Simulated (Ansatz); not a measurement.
Molecular dynamics of Ge2H8O3S

The input (input.yaml):

```yaml
crystal:
  periodic: [false, false, false]
  atoms:
    - { symbol: Ge, position_ang: [0.304882, 0.36745, 0.092208] }
    - { symbol: Ge, position_ang: [-0.054752, -0.025449, 2.896576] }
    - { symbol: H, position_ang: [-1.494316, -0.617074, 2.790893] }
    - { symbol: H, position_ang: [0.940713, -1.19112, 3.138655] }
    - { symbol: H, position_ang: [-0.057024, 0.876299, 4.170986] }
    - { symbol: O, position_ang: [1.896969, -0.014495, -0.641981] }
    - { symbol: H, position_ang: [1.901349, -0.982958, -0.795218] }
    - { symbol: O, position_ang: [-1.046603, 1.169588, -0.779964] }
    - { symbol: H, position_ang: [-1.619589, 0.454772, -1.127584] }
    - { symbol: O, position_ang: [-0.264063, -1.377733, 0.121292] }
    - { symbol: H, position_ang: [-1.072152, -1.503074, 0.654688] }
    - { symbol: S, position_ang: [1.129051, 2.599241, 0.729756] }
    - { symbol: H, position_ang: [2.387393, 2.087185, 0.851985] }
    - { symbol: H, position_ang: [0.557243, 1.389567, 1.826706] }
basis:
  gaussian: { orbitals: def2-SVP }
hamiltonian:
  xc: pbe
md:
  timestep: 0.5
  n_steps: 200
  ensemble: nve
  temperature: 300.0
  initial_velocities: maxwell_boltzmann
  seed: 6878
```

Run as:

```bash
$ ansatz run input.yaml --threads 4 --pin off --max-ram 5120MiB --backend cpu --events-out ev --progress --plain --runs-dir out
```

It starts at the highest image of a converged band. Of that band: Neighbouring images differ by up to 1.9 eV, so the band resolves the path poorly. A vibrational analysis at the climbing image gives one clearly imaginary mode, 912i cm⁻¹: a first-order saddle point.

Output, in part (one step line in 4, the closing report, with atoms numbered from 0):

```
md step     0: t =     0.00 fs  T =   300.0 K  F+E_penalty+E_count = -130092.66572826 eV  E_kin = 0.465336 eV  conserved = -130092.20039227 eV  (33 SCF iters)
md step     4: t =     2.00 fs  T =   253.5 K  F+E_penalty+E_count = -130092.59244898 eV  E_kin = 0.393227 eV  conserved = -130092.19922222 eV  (32 SCF iters)
md step     8: t =     4.00 fs  T =   236.8 K  F+E_penalty+E_count = -130092.56691756 eV  E_kin = 0.367309 eV  conserved = -130092.19960866 eV  (32 SCF iters)
md step    12: t =     6.00 fs  T =   221.0 K  F+E_penalty+E_count = -130092.54258803 eV  E_kin = 0.342863 eV  conserved = -130092.19972483 eV  (31 SCF iters)
md step    16: t =     8.00 fs  T =   190.8 K  F+E_penalty+E_count = -130092.49528714 eV  E_kin = 0.295942 eV  conserved = -130092.19934497 eV  (30 SCF iters)
md step    20: t =    10.00 fs  T =   192.6 K  F+E_penalty+E_count = -130092.49800267 eV  E_kin = 0.298673 eV  conserved = -130092.19932992 eV  (30 SCF iters)
md step    24: t =    12.00 fs  T =   232.2 K  F+E_penalty+E_count = -130092.55944183 eV  E_kin = 0.360151 eV  conserved = -130092.19929066 eV  (30 SCF iters)
md step    28: t =    14.00 fs  T =   299.8 K  F+E_penalty+E_count = -130092.66524107 eV  E_kin = 0.465074 eV  conserved = -130092.20016735 eV  (30 SCF iters)
md step    32: t =    16.00 fs  T =   323.6 K  F+E_penalty+E_count = -130092.70109580 eV  E_kin = 0.501964 eV  conserved = -130092.19913173 eV  (30 SCF iters)
md step    36: t =    18.00 fs  T =   405.0 K  F+E_penalty+E_count = -130092.82816540 eV  E_kin = 0.628278 eV  conserved = -130092.19988782 eV  (30 SCF iters)
md step    40: t =    20.00 fs  T =   483.8 K  F+E_penalty+E_count = -130092.95023867 eV  E_kin = 0.750454 eV  conserved = -130092.19978449 eV  (30 SCF iters)
md step    44: t =    22.00 fs  T =   544.6 K  F+E_penalty+E_count = -130093.04485539 eV  E_kin = 0.844802 eV  conserved = -130092.20005312 eV  (34 SCF iters)
md step    48: t =    24.00 fs  T =   565.7 K  F+E_penalty+E_count = -130093.07699022 eV  E_kin = 0.877465 eV  conserved = -130092.19952518 eV  (30 SCF iters)
md step    52: t =    26.00 fs  T =   619.5 K  F+E_penalty+E_count = -130093.16051203 eV  E_kin = 0.960929 eV  conserved = -130092.19958274 eV  (29 SCF iters)
md step    56: t =    28.00 fs  T =   707.7 K  F+E_penalty+E_count = -130093.29759696 eV  E_kin = 1.097660 eV  conserved = -130092.19993680 eV  (30 SCF iters)
md step    60: t =    30.00 fs  T =   774.9 K  F+E_penalty+E_count = -130093.40182011 eV  E_kin = 1.201960 eV  conserved = -130092.19986055 eV  (29 SCF iters)
md step    64: t =    32.00 fs  T =   825.5 K  F+E_penalty+E_count = -130093.48027454 eV  E_kin = 1.280471 eV  conserved = -130092.19980360 eV  (29 SCF iters)
md step    68: t =    34.00 fs  T =   857.1 K  F+E_penalty+E_count = -130093.52922252 eV  E_kin = 1.329440 eV  conserved = -130092.19978237 eV  (29 SCF iters)
md step    72: t =    36.00 fs  T =   869.6 K  F+E_penalty+E_count = -130093.54898457 eV  E_kin = 1.348893 eV  conserved = -130092.20009138 eV  (30 SCF iters)
md step    76: t =    38.00 fs  T =   856.5 K  F+E_penalty+E_count = -130093.52776375 eV  E_kin = 1.328536 eV  conserved = -130092.19922769 eV  (28 SCF iters)
md step    80: t =    40.00 fs  T =   910.8 K  F+E_penalty+E_count = -130093.61267730 eV  E_kin = 1.412821 eV  conserved = -130092.19985658 eV  (29 SCF iters)
md step    84: t =    42.00 fs  T =   959.2 K  F+E_penalty+E_count = -130093.68808881 eV  E_kin = 1.487780 eV  conserved = -130092.20030910 eV  (30 SCF iters)
md step    88: t =    44.00 fs  T =   945.5 K  F+E_penalty+E_count = -130093.66613647 eV  E_kin = 1.466651 eV  conserved = -130092.19948570 eV  (28 SCF iters)
md step    92: t =    46.00 fs  T =   961.1 K  F+E_penalty+E_count = -130093.69052141 eV  E_kin = 1.490788 eV  conserved = -130092.19973329 eV  (28 SCF iters)
md step    96: t =    48.00 fs  T =   987.6 K  F+E_penalty+E_count = -130093.73175604 eV  E_kin = 1.531898 eV  conserved = -130092.19985849 eV  (28 SCF iters)
md step   100: t =    50.00 fs  T =   995.6 K  F+E_penalty+E_count = -130093.74399578 eV  E_kin = 1.544222 eV  conserved = -130092.19977343 eV  (28 SCF iters)
md step   104: t =    52.00 fs  T =  1008.4 K  F+E_penalty+E_count = -130093.76340596 eV  E_kin = 1.564206 eV  conserved = -130092.19920021 eV  (30 SCF iters)
md step   108: t =    54.00 fs  T =  1076.7 K  F+E_penalty+E_count = -130093.87036097 eV  E_kin = 1.670101 eV  conserved = -130092.20025975 eV  (28 SCF iters)
md step   112: t =    56.00 fs  T =  1084.2 K  F+E_penalty+E_count = -130093.88191019 eV  E_kin = 1.681769 eV  conserved = -130092.20014135 eV  (31 SCF iters)
md step   116: t =    58.00 fs  T =  1063.3 K  F+E_penalty+E_count = -130093.84857684 eV  E_kin = 1.649345 eV  conserved = -130092.19923148 eV  (28 SCF iters)
md step   120: t =    60.00 fs  T =  1101.7 K  F+E_penalty+E_count = -130093.90918589 eV  E_kin = 1.708830 eV  conserved = -130092.20035548 eV  (30 SCF iters)
md step   124: t =    62.00 fs  T =  1086.7 K  F+E_penalty+E_count = -130093.88523887 eV  E_kin = 1.685556 eV  conserved = -130092.19968274 eV  (30 SCF iters)
md step   128: t =    64.00 fs  T =  1063.2 K  F+E_penalty+E_count = -130093.84869522 eV  E_kin = 1.649101 eV  conserved = -130092.19959465 eV  (30 SCF iters)
md step   132: t =    66.00 fs  T =  1070.9 K  F+E_penalty+E_count = -130093.86042227 eV  E_kin = 1.661034 eV  conserved = -130092.19938788 eV  (30 SCF iters)
md step   136: t =    68.00 fs  T =  1109.5 K  F+E_penalty+E_count = -130093.92164008 eV  E_kin = 1.720945 eV  conserved = -130092.20069529 eV  (30 SCF iters)
md step   140: t =    70.00 fs  T =  1061.6 K  F+E_penalty+E_count = -130093.84570105 eV  E_kin = 1.646673 eV  conserved = -130092.19902840 eV  (30 SCF iters)
md step   144: t =    72.00 fs  T =  1085.2 K  F+E_penalty+E_count = -130093.88355149 eV  E_kin = 1.683316 eV  conserved = -130092.20023590 eV  (30 SCF iters)
md step   148: t =    74.00 fs  T =  1081.3 K  F+E_penalty+E_count = -130093.87728788 eV  E_kin = 1.677219 eV  conserved = -130092.20006921 eV  (30 SCF iters)
md step   152: t =    76.00 fs  T =  1030.6 K  F+E_penalty+E_count = -130093.79817746 eV  E_kin = 1.598560 eV  conserved = -130092.19961707 eV  (30 SCF iters)
md step   156: t =    78.00 fs  T =  1003.0 K  F+E_penalty+E_count = -130093.75521281 eV  E_kin = 1.555839 eV  conserved = -130092.19937342 eV  (30 SCF iters)
md step   160: t =    80.00 fs  T =  1017.0 K  F+E_penalty+E_count = -130093.77770019 eV  E_kin = 1.577534 eV  conserved = -130092.20016616 eV  (30 SCF iters)
md step   164: t =    82.00 fs  T =   968.6 K  F+E_penalty+E_count = -130093.70257923 eV  E_kin = 1.502460 eV  conserved = -130092.20011904 eV  (28 SCF iters)
md step   168: t =    84.00 fs  T =   903.3 K  F+E_penalty+E_count = -130093.59995338 eV  E_kin = 1.401074 eV  conserved = -130092.19887945 eV  (28 SCF iters)
md step   172: t =    86.00 fs  T =   947.3 K  F+E_penalty+E_count = -130093.66991346 eV  E_kin = 1.469442 eV  conserved = -130092.20047136 eV  (29 SCF iters)
md step   176: t =    88.00 fs  T =   928.3 K  F+E_penalty+E_count = -130093.63959880 eV  E_kin = 1.439945 eV  conserved = -130092.19965336 eV  (28 SCF iters)
md step   180: t =    90.00 fs  T =   906.1 K  F+E_penalty+E_count = -130093.60478250 eV  E_kin = 1.405405 eV  conserved = -130092.19937716 eV  (29 SCF iters)
md step   184: t =    92.00 fs  T =   935.0 K  F+E_penalty+E_count = -130093.64990790 eV  E_kin = 1.450265 eV  conserved = -130092.19964251 eV  (29 SCF iters)
md step   188: t =    94.00 fs  T =   967.1 K  F+E_penalty+E_count = -130093.70067912 eV  E_kin = 1.500058 eV  conserved = -130092.20062107 eV  (27 SCF iters)
md step   192: t =    96.00 fs  T =   926.7 K  F+E_penalty+E_count = -130093.63641743 eV  E_kin = 1.437365 eV  conserved = -130092.19905287 eV  (28 SCF iters)
md step   196: t =    98.00 fs  T =   963.5 K  F+E_penalty+E_count = -130093.69454297 eV  E_kin = 1.494447 eV  conserved = -130092.20009590 eV  (28 SCF iters)
md step   200: t =   100.00 fs  T =   972.1 K  F+E_penalty+E_count = -130093.70813888 eV  E_kin = 1.507877 eV  conserved = -130092.20026146 eV  (32 SCF iters)
Total energy: -130093.70818323 eV, -4780.8555950512 hartree
Atom 0 at     0.018797    -0.267450     0.289046 Å, force     0.758224     1.695902    -0.646184 eV/Å
Atom 1 at    -0.088757     0.128810     2.639347 Å, force    -0.931537    -1.057226     0.581439 eV/Å
Atom 2 at    -0.624365    -1.227123     3.248676 Å, force     0.204807     0.272464     0.168546 eV/Å
Atom 3 at     1.230412     0.515654     3.304451 Å, force     0.184802     0.146173     0.031853 eV/Å
Atom 4 at    -1.279449     1.111509     2.753914 Å, force     0.248565     0.132333     0.138854 eV/Å
Atom 5 at     1.568878     0.568820    -0.248915 Å, force     0.006548    -0.889265    -0.221422 eV/Å
Atom 6 at     2.074409    -0.076808    -0.779024 Å, force     0.148689     0.045288    -0.099549 eV/Å
Atom 7 at    -1.053971     1.129793    -0.185281 Å, force    -0.522074    -0.669270    -0.154505 eV/Å
Atom 8 at    -0.495301     1.895641    -0.427509 Å, force     0.138490    -0.288312    -0.128945 eV/Å
Atom 9 at    -0.099537    -1.811156    -0.650384 Å, force    -0.087458    -0.337680     0.672925 eV/Å
Atom 10 at    -0.069145    -2.597550    -0.037356 Å, force    -0.104788     0.776110    -0.519231 eV/Å
Atom 11 at     1.792571     3.455690     0.831579 Å, force     0.991676     0.253699    -0.001422 eV/Å
Atom 12 at     2.334590     2.625055    -0.129680 Å, force    -0.230751     0.195619     0.466399 eV/Å
Atom 13 at     3.045498     3.911822     1.260963 Å, force    -0.805193    -0.275836    -0.288758 eV/Å
Dipole moment:     0.526033    -0.438904     0.215771 e Å
```

The run went to its last step. The conserved energy stayed within 0.13 meV per atom of its start (net change 0.0094 meV per atom), so the integration is sound. The kinetic energy rose, since the run started high on the potential surface and went downhill. It ends in pieces (Ge2H6O3 + H2S), so much of that is their flight and rotation, not heat. A run of 0.1 ps of so small a system gives no equilibrium averages. The orbitals stay closed-shell, which can raise the energy where a bond breaks towards radicals; this wasn't checked here.

Between its relaxed ends the band would form Ge1–S12, Ge2–H14 and break Ge1–Ge2, S12–H14. These pairs go: Ge1–S12 2.46 → 4.16 Å, Ge2–H14 1.88 → 5.10 Å, Ge1–Ge2 2.85 → 2.39 Å, S12–H14 1.73 → 1.40 Å. In the last frame they stand as before the step (other bonds may differ from the relaxed reactants and products). It ends as Ge2H6O3 + H2S. Pairs count as bonded within 1.25 times the sum of covalent radii (0.12 Å more for H–H).

Last frame:

```xyz
14
Properties=species:S:1:pos:R:3
Ge 0.019 -0.267 0.289
Ge -0.089 0.129 2.639
H -0.624 -1.227 3.249
H 1.230 0.516 3.304
H -1.279 1.111 2.754
O 1.569 0.569 -0.249
H 2.074 -0.077 -0.779
O -1.054 1.130 -0.185
H -0.495 1.896 -0.427
O -0.100 -1.811 -0.650
H -0.069 -2.598 -0.037
S 1.793 3.456 0.832
H 2.335 2.625 -0.130
H 3.046 3.912 1.261
```

Time of the run: 4.8 min on 4 threads of Intel(R) Xeon(R) Platinum 8488C (Sapphire Rapids) (shared host), peak memory 0.3 GiB.
